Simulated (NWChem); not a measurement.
# CH$_{4}$F$_{2}$OSi; SMILES O[Si@@H](F)CF

```xyz
9

O      1.6325     0.5817     0.0019
Si     0.0496     0.4440     0.4282
F     -0.8382     1.6157    -0.2678
C     -0.7420    -1.1536    -0.1877
F     -0.0583    -2.2449     0.3086
H      1.8903     0.3807    -0.9022
H     -0.0034     0.6060     1.8965
H     -1.8000    -1.2098     0.1279
H     -0.7429    -1.1931    -1.2933
```
Atoms are numbered in this order, from 1.

Program: NWChem. Pople sets run with spherical d functions. The geometry was optimised at PBE0/def2-SVP. Level: PBE0/6-31G* with SMD (1 M gas to 1 M solution), gas-phase geometry. Reactions with the solvent are ignored.

### Question
Predict the results for solvent 1-propanol. Quantities: solvation free energy (kcal/mol); cavity-dispersion-structure term (kcal/mol); dipole in solution (D).

### Answer
The solvation free energy (kcal/mol) is -7.5. The cavity-dispersion-structure term (kcal/mol) comes out as 1.0. The dipole in solution (D) comes out as 2.14.
